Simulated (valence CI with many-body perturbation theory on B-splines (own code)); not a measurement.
Values are calculated unless marked as measured or tabulated.
# From CI to CI+MBPT in Gd41+

Level of theory: relativistic CI+MBPT: five valence electrons over a frozen Dirac-Fock core [Ar], a basis of 7 s, 7 p, 8 d, 6 f, 4 g, 1 h functions for each j, with the one-electron correlation potential Σ1, the two-electron term Σ2, the three-electron term Σ3, Breit, model QED; selected CI, second order for the rest (own B-spline code, finite nucleus).

No measured spectrum was set against this ion. As an estimate, large intervals hold to a few tenths of a per cent, small ones and those within an open d or f shell to about a per cent. Only levels of the ground parity were solved; by the run's estimate the other parity begins above the list, which can be wrong where configurations are misplaced.

Each rung adds one term. CI alone is the Dirac-Coulomb CI over the frozen core; QED comes last and gives the full result, which names the levels. Energies are above (3d3/2^4 3d5/2) J=5/2 on the same rung, in cm⁻¹.

Levels are named by their leading jj configuration (3d3/2^4 stands for four electrons in 3d with j = 3/2), which in mixed levels can hold well under half, so a name can repeat and another be missing. Letters in brackets count levels of one name in rising energy.

| Level | CI alone |
| --- | --- |
| (3d3/2^3 3d5/2^2) J=5/2 [a] | 203233 |
| (3d3/2^3 3d5/2^2) J=7/2 [a] | 290958 |
| (3d3/2^3 3d5/2^2) J=3/2 [a] | 298304 |
| (3d3/2^3 3d5/2^2) J=11/2 | 307074 |
| (3d3/2^3 3d5/2^2) J=9/2 | 336124 |
| (3d3/2^3 3d5/2^2) J=5/2 [b] | 353449 |
| (3d3/2^3 3d5/2^2) J=1/2 | 366151 |
| (3d3/2^3 3d5/2^2) J=7/2 [b] | 392387 |
| (3d3/2^3 3d5/2^2) J=3/2 [b] | 477406 |
| (3d3/2^2 3d5/2^3) J=5/2 [a] | 489957 |
| (3d3/2^2 3d5/2^3) J=7/2 [a] | 544775 |
| (3d3/2^2 3d5/2^3) J=11/2 | 554191 |
| (3d3/2^2 3d5/2^3) J=9/2 [a] | 568102 |
| (3d3/2^2 3d5/2^3) J=13/2 | 594931 |
| (3d3/2^2 3d5/2^3) J=1/2 [a] | 584713 |
| (3d3/2^2 3d5/2^3) J=3/2 [a] | 594555 |

What do these energies become with core correlation, Breit and QED?

(3d3/2^3 3d5/2^2) J=5/2 [a] 204430 (+1196); (3d3/2^3 3d5/2^2) J=7/2 [a] 286446 (-4512); (3d3/2^3 3d5/2^2) J=3/2 [a] 295552 (-2752); (3d3/2^3 3d5/2^2) J=11/2 297296 (-9779); (3d3/2^3 3d5/2^2) J=9/2 328570 (-7553); (3d3/2^3 3d5/2^2) J=5/2 [b] 346935 (-6514); (3d3/2^3 3d5/2^2) J=1/2 360996 (-5155); (3d3/2^3 3d5/2^2) J=7/2 [b] 383312 (-9075); (3d3/2^3 3d5/2^2) J=3/2 [b] 472185 (-5220); (3d3/2^2 3d5/2^3) J=5/2 [a] 487566 (-2391); (3d3/2^2 3d5/2^3) J=7/2 [a] 537710 (-7065); (3d3/2^2 3d5/2^3) J=11/2 543802 (-10390); (3d3/2^2 3d5/2^3) J=9/2 [a] 557794 (-10309); (3d3/2^2 3d5/2^3) J=13/2 578756 (-16175); (3d3/2^2 3d5/2^3) J=1/2 [a] 579708 (-5005); (3d3/2^2 3d5/2^3) J=3/2 [a] 589293 (-5262).

How does the ionisation energy move along the ladder, and which term matters most?

CI alone 3147.9, + Σ1 3150.2, + Σ2 3160.6, + Σ3 3160.9, + Breit 3159.9, + QED 3159.9 eV. The largest step is Σ2, 10.4 eV. NIST lists 3160 ± 4 eV (theoretical).
